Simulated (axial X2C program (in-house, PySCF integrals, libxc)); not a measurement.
InS⁻ at several levels of theory

All values were computed with an in-house relativistic program for diatomic molecules. Spin-free means the one-electron spin-free X2C Hamiltonian; two-component (2c) means X2C with spin–orbit coupling and atomic mean-field two-electron Coulomb and Gaunt terms, so the difference of the two also holds small scalar two-electron terms. Basis: In dyall-acv3z [12s13p10d5f1g], S dyall-av3z [9s8p3d2f] (cores contracted in-house); Gaussian nuclei, density fitting, unrestricted open shells. Masses: In 114.904 u, S 31.972 u.

Input:
```json
{"zs": [49, 16], "q": -1, "bas": ["dyall-acv3z", "dyall-av3z"], "levels": ["PBE0", "HF", "TPSS"], "cc": true, "r0": 2.3, "thr": -1.0, "nmax": 90, "npts": 10, "nst": 2, "ntry": 6}
```
```bash
python so2c.py task.json out
```

Keys: zs atomic numbers; q charge; bas basis sets; levels methods; cc coupled cluster on or off; r0 starting distance in Å; thr threshold in hartree for freezing inner shells (an s shell follows its p shell); nmax most natural virtual spinors; npts points on the curve; nst determinants followed; ntry starts of the search. HF also brings MP2.

State, spin-free: M_S = 0, Λ = 0 (closed shell); electrons by block: σα: 15, σβ: 15, π+α: 7, π+β: 7, π-α: 7, π-β: 7, δ+α: 2, δ+β: 2, δ-α: 2, δ-β: 2. Fragments: In + S-.

State, 2c: Ω = 0 (closed shell); electrons by block: 1/2: 22, -1/2: 22, 3/2: 9, -3/2: 9, 5/2: 2, -5/2: 2. Fragments: In + S-.

```tsv
Hamiltonian	level	Re (Å)	ωe (cm⁻¹)	αe (cm⁻¹)	De (eV)	k (mdyn/Å)	μ (D)
spin-free	PBE0	2.320	390.4	0.000514	3.76	2.25	-4.87
spin-free	HF	2.319	408.6	0.000476	2.46	2.46	-5.30
spin-free	MP2	2.349	384.1	0.000498	3.94	2.17	n/a
spin-free	CCSD	2.343	389.4	0.000491	3.58	2.23	n/a
spin-free	CCSD(T)	2.355	378.3	0.00051	3.76	2.11	n/a
spin-free	TPSS	2.342	370.6	0.000532	3.82	2.02	-4.72
2c	PBE0	2.320	390.2	0.000514	n/a	2.24	-4.87
2c	HF	2.319	408.3	0.000476	n/a	2.46	-5.30
2c	MP2	2.350	383.9	0.000498	3.77	2.17	n/a
2c	CCSD	2.343	389.0	0.000492	3.41	2.23	n/a
2c	CCSD(T)	2.356	378.0	0.00051	3.59	2.11	n/a
2c	TPSS	2.342	370.4	0.000533	n/a	2.02	-4.72
```

Correlated methods: 10 electrons correlated (number of frozen shells: In 4 s, 3 p, 2 d; S 2 s, 1 p), 290 virtual spin orbitals or spinors in MP2, 90 natural virtuals in coupled cluster.

Dipoles are positive if S is the positive end and refer to the centre of mass.

The state is a single determinant with fixed occupations, the lowest that a limited PBE0 search found. The closed shell is kept restricted, so the energy runs too high when the bond is stretched far. De is counted from the lowest determinant-based energies of the atoms at the same level, without counterpoise correction. De is not given where an atomic determinant may have missed its ground term or J level, or where the truncated virtual space spoils (T). CCSD and (T) use frozen natural virtuals with an MP2 correction for the truncation; (T) itself is uncorrected, so its De runs slightly low. Without a current term, density functionals place determinants with orbital angular momentum somewhat too high. The highest occupied level of some functionals is positive through self-interaction error; at Hartree–Fock it is bound. With the outer-core shells frozen, correlated bond lengths of heavy atoms tend to come out a few hundredths of an ångström too long. Hartree–Fock gets electron affinities wrong, so its lowest charge split need not be the true one.

Rough cost a point (2c) on 1 thread(s) of a shared host, integrals apart: PBE0 0.6 s, HF 0.4 s, CCSD(T) 4 s, TPSS 0.7 s.

The whole task took 2.6 min on 1 thread of Arm Neoverse V1, with other jobs on the host.
